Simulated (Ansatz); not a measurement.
Cost and result up the ladder for Be₂S₂ (4 atoms). The state is a singlet with charge 0. Geometry: PBE-D4/def2-TZVP.

```xyz
4

Be    0.571    0.857    0.932
Be   -1.139   -0.157    0.782
S     1.246    0.137   -0.738
S    -0.679   -0.837   -0.976
```

Ansatz on 2 threads of Arm Neoverse V2 on a shared host. Times are rough, and most runs start from the orbitals of an earlier one. PBE0-D4/def2-TZVP serves as the yardstick here, not as an exact answer. Binding counts from free atoms at the same level (Be singlet, S triplet; other spins of the atoms weren't run), without zero-point energy or a counterpoise term.

Correlated methods freeze 10 core orbitals. Another isomer (singlet) lies 3.56 eV lower at PBE0-D4/def2-TZVP; other spin states weren't run for this one.

Correlated methods converge slowly with the basis.

```csv
level,functions,wall time,binding energy per atom (eV),difference from PBE0-D4/def2-TZVP (eV)
PBE0-D4/def2-TZVP,112,1.1 s,2.38,0.00
PBE-D4/def2-TZVP (with forces),112,1.1 s,2.49,0.11
BHLYP-D4/def2-TZVP,112,1.1 s,2.14,-0.24
r2SCAN-D4/def2-TZVP,112,2 s,2.42,0.04
B2PLYP/def2-TZVP,112,2.1 s,2.21,-0.18
CCSD(T)/def2-TZVPP,122,6 s,1.99,-0.39
```
